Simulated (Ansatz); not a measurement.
Relaxation of the cluster Ga2As3⁻ with RKS r2SCAN-D4/def2-SVPD.

```sh
$ ansatz run in.yaml --threads 4 --pin off --events-out ev --progress --plain --max-ram 4787MiB
```

```yaml
crystal:
  periodic: [false, false, false]
  atoms:
    - {symbol: Ga, position_ang: [2.718250, -0.111590, 0.100120]}
    - {symbol: Ga, position_ang: [-1.799490, -0.926810, 0.641380]}
    - {symbol: As, position_ang: [0.640870, -1.373770, -0.493520]}
    - {symbol: As, position_ang: [0.330310, 0.921790, -0.032840]}
    - {symbol: As, position_ang: [-1.889940, 1.490390, -0.215140]}
basis:
  gaussian: {orbitals: def2-SVPD}
total_charge: -1
hamiltonian: {xc: r2scan, dispersion: d4}
scf: {lower_state_search: "off"}
output: {orbitals: {seedname: orbitals}}
relax: {f_tol: 0.02, max_steps: 100}
```

It took 47 s on 4 threads of Arm Neoverse V2 on a shared host.

Positions (Å) and forces (eV/Å) at steps 1, 2, 3, 4, 5, 7, 8 of 8:

```xyz
5
step=1 energy=-287247.8868 eV
Ga    2.718   -0.112    0.100    0.132    0.037    0.116
Ga   -1.799   -0.927    0.641    0.134    0.226   -0.107
As    0.641   -1.374   -0.494   -0.166   -0.593   -0.143
As    0.330    0.922   -0.033    0.076    0.542    0.025
As   -1.890    1.490   -0.215   -0.176   -0.213    0.109
5
step=2 energy=-287247.9312 eV
Ga    2.704   -0.126    0.143   -0.044   -0.027    0.076
Ga   -1.742   -0.896    0.643    0.081    0.026   -0.024
As    0.623   -1.399   -0.525   -0.069   -0.102   -0.033
As    0.331    0.949   -0.063    0.091    0.183   -0.079
As   -1.916    1.472   -0.198   -0.058   -0.080    0.059
5
step=3 energy=-287247.9618 eV
Ga    2.628   -0.191    0.308   -0.162   -0.046   -0.039
Ga   -1.617   -0.890    0.713    0.142    0.175   -0.076
As    0.573   -1.377   -0.639    0.132    0.136    0.051
As    0.359    1.036   -0.235   -0.117   -0.252    0.030
As   -1.943    1.421   -0.148    0.006   -0.013    0.034
5
step=4 energy=-287247.9552 eV rejected
Ga    2.541   -0.227    0.416   -0.077    0.084   -0.034
Ga   -1.467   -0.827    0.754   -0.164   -0.084   -0.073
As    0.590   -1.393   -0.742   -0.140    0.139    0.142
As    0.320    1.014   -0.306    0.189    0.053   -0.133
As   -1.983    1.434   -0.123    0.193   -0.192    0.098
5
step=5 energy=-287247.9743 eV
Ga    2.579   -0.195    0.360   -0.043    0.047   -0.003
Ga   -1.552   -0.861    0.715    0.010    0.040   -0.012
As    0.587   -1.392   -0.674   -0.065    0.003   -0.012
As    0.339    1.012   -0.287    0.070   -0.016    0.028
As   -1.954    1.436   -0.114    0.028   -0.074    0.000
5
step=7 energy=-287247.9762 eV
Ga    2.558   -0.196    0.379   -0.003    0.015    0.003
Ga   -1.529   -0.854    0.724   -0.004    0.006   -0.013
As    0.576   -1.390   -0.693   -0.015    0.004    0.006
As    0.346    1.015   -0.299    0.028   -0.016   -0.011
As   -1.950    1.424   -0.112   -0.006   -0.010    0.015
5
step=8 energy=-287247.9765 eV
Ga    2.548   -0.191    0.390    0.005    0.007    0.005
Ga   -1.522   -0.851    0.721    0.000   -0.002    0.003
As    0.573   -1.394   -0.697   -0.006   -0.003   -0.007
As    0.349    1.013   -0.314    0.000   -0.006    0.000
As   -1.949    1.424   -0.100    0.002    0.004   -0.001
```

The restricted singlet is unstable towards broken spin symmetry in Hartree–Fock (as tested in another run); at r2SCAN-D4/def2-SVPD this wasn't settled. Another isomer (singlet) lies 0.32 eV lower at PBE0-D4/def2-TZVPD; other spin states weren't run for this one.
